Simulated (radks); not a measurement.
Numerical settings for the osmium ion Os+, [Xe] 4f14 5d6 6s1. All-electron calculation, Dirac Kohn-Sham, PBE, spin-unpolarised, spherical densities, finite nucleus; open shells fill j = l - 1/2 first; Fermi nuclear charge, rms radius 5.4126 fm. Program: a radial shooting solver on a logarithmic mesh with Libxc functionals. The defaults (mesh step 0.008 in ln r, mesh end at 40 bohr or more with all orbitals vanishing there, Anderson mixing 0.5 over 9 steps, residual threshold near 1e-9 with the energy settled to 1e-9 hartree or 1e-11 of itself, here a cap of 85 iterations) give E = -17278.323 hartree and 6s1/2 at -13.059 eV in 15 iterations. Times are rough (one thread of a shared host). Changes against that run (0 stands for a change within the tolerance of the run):

| setting | iterations | converged | E (mhartree) | e(6s1/2) (meV) | CPU (s) |
|---|---|---|---|---|---|
| mesh step in ln r 0.08 | 2 | no | diverged | - | 0.02 |
| mesh step in ln r 0.02 | 15 | yes | 0 | 0 | 0.11 |
| mesh step in ln r 0.005 | 15 | yes | 0 | 0 | 0.35 |
| mesh end (bohr) 2 | 14 | level above zero | +1.23e+04 | +1.26e+05 | 0.16 |
| mesh end (bohr) 8 | 15 | yes | +0.405 | +23.5 | 0.21 |
| residual threshold 1e-13 | 27 | yes | 0 | 0 | 0.32 |
| residual threshold 0.1 | 10 | yes | 0 | -0.311 | 0.18 |
| mixing 0.2 | 18 | yes | 0 | 0 | 0.27 |
| linear mixing, mixing 0.2 | 85 | no | 0 | 0 | 0.83 |
| linear mixing, mixing 0.05 | 85 | no | +0.032 | -62.1 | 1 |
| mixing history 3 | 16 | yes | 0 | 0 | 0.23 |
| iteration cap 2 | 2 | no | +2.32e+03 | -9.33e+03 | 0.05 |

Settled on a wrong energy, with an occupied level pushed above zero by the early mesh end: mesh end (bohr) 2 (+12.3 hartree). Apart from these: no run marked as converged misses the energy by more than 1 mhartree. A mesh that ends early acts as a hard wall.
